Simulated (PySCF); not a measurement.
selenium hexafluoride (F6Se), SMILES F[Se](F)(F)(F)(F)F. Heavy atoms are numbered as in [F:1][Se:2]([F:3])([F:4])([F:5])([F:6])[F:7].

Coordinates come from a B3LYP-D3(BJ)/def2-SVP optimisation.

Method: PBE/def2-TZVP (PySCF).

Atomic charges (e), one atom of each kind:

```tsv
atom	Löwdin	Mulliken
F1	-0.08	[?]
Se2	0.48	[?]
```

### Question
Fill in the missing entries. (Estimate from the structure and the level; the computed values follow.)

### Answer

- F1, Mulliken: -0.19
- Se2, Mulliken: 1.15

### Question
Give the Mayer and Wiberg (Löwdin basis) orders of the bonds. (An estimate is asked for; the answer gives what the named calculation found.)

### Answer

```tsv
bond	Mayer	Wiberg
F1–Se2	1.01	1.39
Se2–F3	1.01	1.39
Se2–F4	1.01	1.39
Se2–F5	1.01	1.39
Se2–F6	1.01	1.39
Se2–F7	1.01	1.39
```
